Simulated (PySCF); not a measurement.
Work out the structure from these simulated measurements.

Formula: C4H10F2Si2.

- Rotational structure: rotational constants A, B, C: 2.065, 0.748, 0.604 GHz [GFN2-xTB]
- 1H NMR: chemical shifts (computed TMS as zero) by class: 7.07 (1 H), 6.50 (1 H), 4.64 (2 H), 4.28 (3 H), 0.30 (3 H) ppm [GIAO PBE0/pcSseg-1]
- 13C NMR: chemical shifts (computed TMS as zero) by class: 164.6 (1 C), 156.7 (1 C), 122.0 (1 C), -7.5 (1 C) ppm [GIAO PBE0/pcSseg-1]
- NMR, other nuclei: isotropic shieldings of nuclei other than C and H, by class: 298 (2 F), 411 (1 Si), 421 (1 Si) ppm [GIAO PBE0/pcSseg-1]
- Dipole: 2.67 D [PBE0/pcSseg-1]

The electronic properties come from PySCF, for the isolated species, density fitting. Levels stand in brackets. The structure is a single GFN2-xTB conformer in the gas phase; no vibrational or solvent corrections. NMR values are class means; diastereotopic atoms form classes of their own.

**Question.** Give a SMILES that accounts for the data.

**Answer.** Numbering: `[CH3:1][SiH2:2]/[CH:3]=[C:4](/[SiH3:5])[CH:6]([F:7])[F:8]`. Its formula, C4H10F2Si2, gives 1 degree of unsaturation: 0 rings and 1 π bond in the structure found. 4 carbons fall into 4 classes; from least to most shielded: fully substituted alkene carbon [C4] (164.6 ppm), alkene CH carbon [C3] (156.7 ppm), CHF2 carbon [C6] (122.0 ppm), Si-methyl carbon [C1] (-7.5 ppm). Hydrogen classes from least to most shielded: 1 H on an alkene CH carbon, C3 (7.07 ppm), 1 H on a CHF2 carbon, C6 (6.50 ppm), 2 H on an SiH2 silicon, Si2 (4.64 ppm), 3 H on an SiH3 silicon, Si5 (4.28 ppm, a mean of values up to 0.6 ppm apart in this geometry), 3 H on an Si-methyl carbon, C1 (0.30 ppm). The other shieldings belong to: 298 ppm, fluorine of a CF2 group [F7/F8]; 411 ppm, SiH2 silicon [Si2]; 421 ppm, SiH3 silicon [Si5]. The optimised geometry has point group C1 and is an asymmetric top. Structure: `C[SiH2]/C=C(/[SiH3])C(F)F`. Computed isomers that give other values at the same levels: `F/C=C/C[Si@@H](F)C[SiH3]` (13C chemical shifts (computed TMS as zero) by class: 159.2 (1 C), 111.4 (1 C), 17.8 (1 C), -5.5 (1 C) ppm); `C[SiH2]/C=C(\[SiH3])C(F)F` (13C chemical shifts (computed TMS as zero) by class: 157.2 (1 C), 155.5 (1 C), 128.2 (1 C), -6.7 (1 C) ppm); `FC[Si@@H]1C[SiH2][C@@H](F)C1` (13C chemical shifts (computed TMS as zero) by class: 93.7 (1 C), 78.5 (1 C), 20.6 (1 C), -18.1 (1 C) ppm). The assignments are read from this structure; whether some other isomer fits the data as well wasn't checked.

Shape of the structure used: `[CH3:1][SiH2:2]/[CH:3]=[C:4](/[SiH3:5])[CH:6]([F:7])[F:8]`: C1–Si2–C3–C4 -177°, C3–C4–C6–F7 90°.
